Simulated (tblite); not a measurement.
Compound: C₆H₈OP₂.
Numbering: `[CH3:1][O:2][c:3]1[p:4][cH:5][p:6][cH:7][c:8]1[CH3:9]` (hydrogens: H10, H11, H12 on C1; H13 on C5; H14 on C7; H15, H16, H17 on C9)

Cartesian coordinates in Å at the GFN2-xTB level; atoms count from 1:
```
atom  x, y, z in Å
C1    -2.1818    1.2105   -0.9500
O2    -1.4412    0.5282    0.0245
C3    -0.1596    0.1849   -0.2897
P4     0.4710    0.6237   -1.8664
C5     2.0795    0.0032   -1.8320
P6     2.9645   -0.8492   -0.6254
C7     1.8089   -0.9601    0.6659
C8     0.5115   -0.5007    0.7368
C9    -0.2716   -0.7387    1.9967
H10   -3.1672    1.3816   -0.5197
H11   -2.2757    0.6150   -1.8659
H12   -1.7153    2.1698   -1.2033
H13    2.6253    0.1920   -2.7526
H14    2.1830   -1.4742    1.5449
H15   -1.1799   -1.2949    1.7708
H16   -0.5743    0.2128    2.4311
H17    0.3161   -1.2918    2.7243
```

Method: GFN2-xTB as coded in tblite; computed harmonic values from a numerical Hessian at the method's own geometry, unscaled. Against measured fundamentals such values can be off by several per cent, at times by over 20. One conformer, not necessarily the lowest.

Harmonic wavenumbers (cm⁻¹): 73.7, 118.5, 142.1, 163.8, 217.1, 240.6, 293.7, 294.2, 356.9, 380.4, 383.2, 477.3, 560.6, 571.7, 643.9, 754.4, 770.2, 813.4, 866.5, 985.5, 1024.0, 1029.3, 1047.1, 1066.2, 1119.3, 1137.1, 1196.0, 1207.1, 1262.8, 1398.1, 1402.2, 1416.6, 1453.6, 1455.6, 1464.3, 1465.5, 1498.1, 2907.6, 2926.7, 2999.0, 3012.2, 3022.1, 3025.3, 3028.1, 3044.3.

A = 1871, B = 1037, C = 673.0 MHz; mass 158.005 u (most abundant isotopes); point group Cs, symmetry number 1.

**Question.** What is the zero-point energy?

**Answer.** Half the sum of the wavenumbers: 27358 cm⁻¹ = 78.22 kcal/mol.

**Question.** Entropy at 400 K, 1 bar (ideal gas, RRHO, classical rotation)?

**Answer.** Translation 42.57, rotation 30.76, vibration 36.11: S = 109.4 cal/(mol K).

**Question.** And Cp and H(400 K) − H(0)?

**Answer.** Cp = 46.74 cal/(mol K), of which vibrations give 38.79 (their classical limit is 45 R = 89.4); H(400 K) − H(0) = 11.09 kcal/mol without the zero-point energy, 7.91 from vibrations.

**Question.** Which modes carry the vibrational entropy at 400 K?

**Answer.** 73.7 cm⁻¹: 4.63; 118.5 cm⁻¹: 3.70; 142.1 cm⁻¹: 3.34; 163.8 cm⁻¹: 3.07; 217.1 cm⁻¹: 2.53; 240.6 cm⁻¹: 2.34 cal/(mol K); the other 39 give 16.51 together.

**Question.** Blend soft modes into free rotors: weight 1/[1 + (100 cm⁻¹/ν̃)⁴] for the oscillator and the rest for a rotor with moment μB/(μ + B), μ = h/(8π²ν), B = 10⁻⁴⁴ kg m². What vibrational entropy results?

**Answer.** 34.80 cal/(mol K) in place of 36.11, which changes −T·S at 400 K by +0.52 kcal/mol.

**Question.** What must be added to the electronic energy to get the Gibbs energy at 400 K and 1 bar?

**Answer.** ZPE + [H(400 K) − H(0)] − T·S = 78.22 + 11.09 − 43.78 = 45.53 kcal/mol.

Hindered rotation and anharmonicity are outside this model. Other conformers, if any are populated, would add a mixing term that is left out.
